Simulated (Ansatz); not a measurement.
```xyz
18

C     0.0000    0.7050    0.0000
C    -1.4100    0.7050    0.0000
C    -1.4100   -0.7050    0.0000
C     0.0000   -0.7050    0.0000
C     0.9970    1.7020    0.0000
C     2.4070    1.7020    0.0000
C     3.4040    0.7050    0.0000
C     3.4040   -0.7050    0.0000
C     2.4070   -1.7020    0.0000
C     0.9970   -1.7020    0.0000
H    -2.1772    1.4722    0.0000
H    -2.1772   -1.4722    0.0000
H     0.5818    2.7044    0.0000
H     2.8222    2.7044    0.0000
H     4.4065    1.1202    0.0000
H     4.4065   -1.1202    0.0000
H     2.8222   -2.7044    0.0000
H     0.5818   -2.7044    0.0000
```

Basis set: def2-TZVP (spherical functions). Charge 0, multiplicity 1.

Computed with Ansatz (development build ahead of 0.2.0); each method stands on the lowest determinant of its kind that the runs found. Restricted functionals stand beside restricted open-shell atoms, which can lie above the unrestricted atoms usual in DFT and then raise those values.

The atomization energy at this shape (free ground-state atoms in the same class of orbitals less the molecule, no zero-point energy) of singlet C10H8:

| method | atomization energy |
| --- | --- |
| ωB97X (unrestricted) | 8590.4 kJ/mol |
| PBE0 (restricted) | 8811.2 kJ/mol |
| RHF | 6358.5 kJ/mol |

What does PBE0 (unrestricted) give?

8761.9 kJ/mol. Caution: the shape is not the minimum. Caution for ωB97X (unrestricted): the unrestricted determinant is a mixture of spin states. Caution for PBE0 (unrestricted): the unrestricted determinant is spin contaminated. Caution for RHF: in another basis set an unrestricted determinant lies well below.
